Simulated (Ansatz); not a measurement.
GeCl3(OiPr) (C₃H₇Cl₃GeO). Charge 0, multiplicity 3. Geometry r2SCAN-D4/def2-SVP, that of the neutral singlet; atoms count from 1.

```xyz
15

Ge    1.9856    0.7401   -0.7990
Cl    2.6570    2.6689   -1.3984
Cl    3.3611   -0.0484    0.6421
Cl    1.9405   -0.5960   -2.4775
O     0.3841    0.9464   -0.1353
C    -0.6106   -0.1050   -0.1233
C    -1.9019    0.5577    0.3155
C    -0.1829   -1.2437    0.7872
H    -0.7251   -0.4846   -1.1569
H    -1.7975    0.9545    1.3374
H    -2.7283   -0.1693    0.3016
H    -2.1542    1.3910   -0.3561
H     0.7342   -1.7315    0.4201
H     0.0085   -0.8684    1.8050
H    -0.9706   -2.0115    0.8377
```

At PBE0-D4/def2-TZVP a singlet of charge 0 lies 5.63 eV below the triplet at the same geometry.

Estimate the Mulliken populations from the PBE0/def2-TZVP orbitals of Ansatz.


| atom | charge (e) | spin (α − β) |
| --- | --- | --- |
| Ge1 | 0.55 | 0.51 |
| Cl2 | -0.27 | 0.23 |
| Cl3 | -0.23 | 0.36 |
| Cl4 | -0.33 | 0.14 |
| O5 | -0.07 | 0.61 |
| C6 | 0.03 | 0.01 |
| C7 | -0.34 | 0.00 |
| C8 | -0.36 | 0.07 |
| H9 | 0.14 | 0.05 |
| H10 | 0.14 | 0.00 |
| H11 | 0.13 | 0.01 |
| H12 | 0.15 | 0.00 |
| H13 | 0.18 | 0.00 |
| H14 | 0.15 | 0.00 |
| H15 | 0.15 | 0.01 |
Mulliken values depend strongly on the basis.

Where does the spin sit?

Summed by element: Ge 0.51, Cl 0.74, O 0.61, C 0.08, H 0.07, of 2 unpaired in all. Largest on single atoms: O5 0.61, Ge1 0.51, Cl3 0.36.

And the Mayer bond orders between heavy atoms (over 0.3)?

Ge1–Cl2 0.92 (2.13 Å); Ge1–Cl3 0.83 (2.14 Å); Ge1–Cl4 0.91 (2.15 Å); Ge1–O5 0.66 (1.75 Å); O5–C6 0.95 (1.45 Å); C6–C7 1.01 (1.52 Å); C6–C8 0.95 (1.52 Å).
